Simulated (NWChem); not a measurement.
ZnHBr; SMILES [ZnH][Br]

Results from NWChem. Geometry: optimised at PBE-D3(BJ)/def2-SVP.

### Question
Predict the results for PBE0/def2-SVP. Quantities: highest occupied level (eV); orbital gap (eV); dipole (D).

### Answer
The highest occupied level (eV) is -8.06 and the orbital gap (eV) is 7.76. The dipole (D) comes out as 1.81.
